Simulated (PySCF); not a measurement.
PySCF input for MoF4, SMILES [F][Mo]([F])([F])[F] (connectivity only; charge and spin as stated), neutral, multiplicity 3, TDA-PBE/def2-SVPD. The structure is a stationary point at B3LYP-D3(BJ)/def2-SVP. A frequency run showed that this geometry is not a minimum. The multiplicity is an assumed one; other spin states were not compared. The def2 effective core potentials stand for the cores of Mo; spin–orbit coupling is left out.

```python
import numpy as np
from pyscf import gto, scf, dft, tdscf

mol = gto.M(
    atom='''
    Mo    0.00000000    0.00000000    0.00000000
    F     0.00000000    1.27500755   -1.34666094
    F     0.00000000   -1.27500755    1.34666094
    F     0.00000000    1.27500755    1.34666094
    F     0.00000000   -1.27500755   -1.34666094
    ''',
    basis='def2-SVPD',
    ecp={'Mo': 'def2-svp'},
    charge=0,
    spin=2,
    max_memory=1600,
    verbose=4,
)
mf = dft.UKS(mol, xc='pbe').density_fit(auxbasis='def2-universal-jkfit')
mf.grids.level = 3
mf.conv_tol = 1e-9
mf.max_cycle = 100
mf.kernel()
fine, coarse = mf.grids, dft.Grids(mol).set(level=1).build(with_non0tab=True)
for _ in range(3):  # follow internal instabilities
    mf.grids = coarse
    mo, _, stable, _ = mf.stability(return_status=True, nroots=4)
    mf.grids = fine
    if stable:
        break
    mf.kernel(mf.make_rdm1(mo, mf.mo_occ))
mf.grids = dft.Grids(mol).set(level=1).build(with_non0tab=True)  # coarser grid for the response kernel
td = tdscf.TDA(mf)
td.nstates = 10
td.conv_tol = 1e-4
td.positive_eig_threshold = 1e-6
td.kernel(x0=td.get_init_guess(mf, 15))
td.analyze(verbose=3)
```

Output:

```
PySCF version 2.14.0

[INPUT] verbose = 4
[INPUT] num. atoms = 5
[INPUT] num. electrons = 50
[INPUT] charge = 0
[INPUT] spin (= nelec alpha-beta = 2S) = 2
[INPUT] symmetry False subgroup None
[INPUT] Mole.unit = angstrom
[INPUT] Symbol           X                Y                Z      unit          X                Y                Z       unit  Magmom
[INPUT]  1 Mo     0.000000000000   0.000000000000   0.000000000000 AA    0.000000000000   0.000000000000   0.000000000000 Bohr   0.0
[INPUT]  2 F      0.000000000000   1.275007550000  -1.346660940000 AA    0.000000000000   2.409415076253  -2.544820359249 Bohr   0.0
[INPUT]  3 F      0.000000000000  -1.275007550000   1.346660940000 AA    0.000000000000  -2.409415076253   2.544820359249 Bohr   0.0
[INPUT]  4 F      0.000000000000   1.275007550000   1.346660940000 AA    0.000000000000   2.409415076253   2.544820359249 Bohr   0.0
[INPUT]  5 F      0.000000000000  -1.275007550000  -1.346660940000 AA    0.000000000000  -2.409415076253  -2.544820359249 Bohr   0.0

nuclear repulsion = 232.376585488487
number of shells = 48
number of NR pGTOs = 192
number of NR cGTOs = 126
basis = def2-SVPD
ecp = {'Mo': 'def2-svp'}


[settings echo left out]
init E= -459.568464949007
  alpha nocc = 26  HOMO = -0.395979547512166  LUMO = -0.393716176457696
  beta  nocc = 24  HOMO = -0.651429234382687  LUMO = -0.405351421641208

WARN: HOMO -0.395979547512166 >= LUMO -0.405351421641208

cycle= 1 E= -466.795254928703  delta_E= -7.23  |g|= 0.873  |ddm|= 2.46
  alpha nocc = 26  HOMO = -0.200593111110678  LUMO = -0.181608254656878
  beta  nocc = 24  HOMO = -0.236659315891481  LUMO = -0.202299494786015

WARN: HOMO -0.200593111110678 >= LUMO -0.202299494786015

cycle= 2 E= -460.752883086973  delta_E= 6.04  |g|= 3.88  |ddm|= 3.06
  alpha nocc = 26  HOMO = -0.154190200793189  LUMO = -0.0979341593484878
  beta  nocc = 24  HOMO = -0.321348174474034  LUMO = -0.140212653960712
  HOMO = -0.154190200793  LUMO = -0.140212653961  gap/eV = 0.38035
cycle= 3 E= -467.040940946742  delta_E= -6.29  |g|= 0.298  |ddm|= 2.78
  alpha nocc = 26  HOMO = -0.255661962052318  LUMO = -0.196757366504109
  beta  nocc = 24  HOMO = -0.375505138737884  LUMO = -0.223765854422036
  HOMO = -0.255661962052  LUMO = -0.223765854422  gap/eV = 0.86794
cycle= 4 E= -467.076433522976  delta_E= -0.0355  |g|= 0.139  |ddm|= 0.511
  alpha nocc = 26  HOMO = -0.233736295681756  LUMO = -0.169659172063551
  beta  nocc = 24  HOMO = -0.363689267988941  LUMO = -0.200550177218776
  HOMO = -0.233736295682  LUMO = -0.200550177219  gap/eV = 0.90304
cycle= 5 E= -467.085915213629  delta_E= -0.00948  |g|= 0.0238  |ddm|= 0.131
  alpha nocc = 26  HOMO = -0.232330486984479  LUMO = -0.16856550026425
  beta  nocc = 24  HOMO = -0.364881983431989  LUMO = -0.198258781699958
  HOMO = -0.232330486984  LUMO = -0.1982587817  gap/eV = 0.92714
cycle= 6 E= -467.086148401487  delta_E= -0.000233  |g|= 0.00536  |ddm|= 0.0175
  alpha nocc = 26  HOMO = -0.232217144999854  LUMO = -0.168149016462325
  beta  nocc = 24  HOMO = -0.365180663781601  LUMO = -0.197753880830074
  HOMO = -0.232217145  LUMO = -0.19775388083  gap/eV = 0.93779
cycle= 7 E= -467.086160565766  delta_E= -1.22e-05  |g|= 0.00028  |ddm|= 0.00393
  alpha nocc = 26  HOMO = -0.232228675158013  LUMO = -0.168089584606683
  beta  nocc = 24  HOMO = -0.36519610877735  LUMO = -0.197752418830082
  HOMO = -0.232228675158  LUMO = -0.19775241883  gap/eV = 0.93815
cycle= 8 E= -467.08616062622  delta_E= -6.05e-08  |g|= 0.000113  |ddm|= 0.000553
  alpha nocc = 26  HOMO = -0.23223536724585  LUMO = -0.168084026251379
  beta  nocc = 24  HOMO = -0.365200682266917  LUMO = -0.197752678172209
  HOMO = -0.232235367246  LUMO = -0.197752678172  gap/eV = 0.93832
cycle= 9 E= -467.08616063494  delta_E= -8.72e-09  |g|= 2.57e-05  |ddm|= 0.000176
  alpha nocc = 26  HOMO = -0.232236416379746  LUMO = -0.168085863529489
  beta  nocc = 24  HOMO = -0.365201812676913  LUMO = -0.19775312358892
  HOMO = -0.23223641638  LUMO = -0.197753123589  gap/eV = 0.93834
cycle= 10 E= -467.086160635283  delta_E= -3.43e-10  |g|= 6.05e-06  |ddm|= 3.83e-05
  alpha nocc = 26  HOMO = -0.232235198940657  LUMO = -0.168083854864557
  beta  nocc = 24  HOMO = -0.365202579668662  LUMO = -0.197751319157225
  HOMO = -0.232235198941  LUMO = -0.197751319157  gap/eV = 0.93835
Extra cycle  E= -467.086160635077  delta_E= 2.06e-10  |g|= 2.28e-05  |ddm|= 5.17e-05
converged SCF energy = -467.086160635077  <S^2> = 2.0064334  2S+1 = 3.0042859
tot grids = 29376
uhf_internal: lowest eigs of H = [0.31592831 0.31883676 0.32456342 0.32986163]
<class 'pyscf.df.df_jk.DFUKS'> wavefunction is stable in the internal stability analysis
tot grids = 29376
Overwritten attributes  positive_eig_threshold  of <class 'pyscf.tdscf.uks.TDA'>


******** <class 'pyscf.tdscf.uks.TDA'> for <class 'pyscf.df.df_jk.DFUKS'> ********
nstates = 10
deg_eia_thresh = 1.000e-03
wfnsym = None
conv_tol = 0.0001
eigh lindep = 1e-12
eigh level_shift = 0
eigh max_cycle = 100


Excitation energies (eV)
[0.43898263 1.09598359 1.25579012 2.20891669 3.87464024 4.41520318
 4.55253246 4.55811656 4.59176932 4.67436933]

** Excitation energies and oscillator strengths **
Excited State   1:      0.43898 eV   2824.35 nm  f=0.0000
Excited State   2:      1.09598 eV   1131.26 nm  f=0.0000
Excited State   3:      1.25579 eV    987.30 nm  f=0.0000
Excited State   4:      2.20892 eV    561.29 nm  f=0.0000
Excited State   5:      3.87464 eV    319.99 nm  f=0.0000
Excited State   6:      4.41520 eV    280.81 nm  f=0.0000
Excited State   7:      4.55253 eV    272.34 nm  f=0.0000
Excited State   8:      4.55812 eV    272.01 nm  f=0.0001
Excited State   9:      4.59177 eV    270.01 nm  f=0.0033
Excited State  10:      4.67437 eV    265.24 nm  f=0.0000
```

The run converged.

Cost: about 120 core-seconds (a rough figure).
